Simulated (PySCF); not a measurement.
C2HF3Se.
SMILES: `FC(=[Se])C(F)F`

Computed, not measured: MP2 and CCSD/aug-cc-pVDZ in PySCF, restricted Hartree–Fock reference, 14 core orbitals frozen, non-relativistic, gas phase, PBE0-D3(BJ)/def2-SVP geometry.

E(HF) = -2774.44630 Eh.

**Question.** How large is the problem?

**Answer.** 160 basis functions and 74 electrons; 14 orbitals frozen, which leaves o = 23 correlated occupied and v = 123 virtual orbitals. That is o·v = 2829 singles and o·v(o·v + 1)/2 = 4003035 distinct closed-shell doubles amplitudes before symmetry; the costliest CCSD step grows as o²v⁴ = 1.2 × 10^11.

**Question.** What are the MP2 and CCSD correlation energies?

**Answer.** MP2 -1.0199 Eh and CCSD -1.0400 Eh, which gives totals of -2775.46619 and -2775.48634 Eh. That is 0.615 eV for each correlated electron at CCSD (2731 kJ/mol in all, 0.037 % of the total energy); MP2 gives 98.1 % of the CCSD value.

**Question.** What is the T1 diagnostic?

**Answer.** 0.0150, below the customary warning level of 0.02. It is the norm of the spatial-orbital singles amplitudes over the root of the number of correlated electrons, so the norm is 0.102.

**Question.** How does correlation change the dipole moment?

**Answer.** HF gives 1.57 D and CCSD (unrelaxed density) 1.27 D, a change of -0.30 D; the two vectors are 16° apart.

No triples correction and no basis-set extrapolation were made.

The job also held the EOM ionisation roots. The run took 12 min of wall time on one thread, Arm Neoverse V1 (aarch64), shared host with 32 logical CPUs at a one-minute load of 10, and the process peaked at 2.9 GiB of memory.

Conformer computed: `[F:1][C:2](=[Se:3])[CH:4]([F:5])[F:6]`: F1–C2–C4–F5 -59°.

One conformer stands for the species.
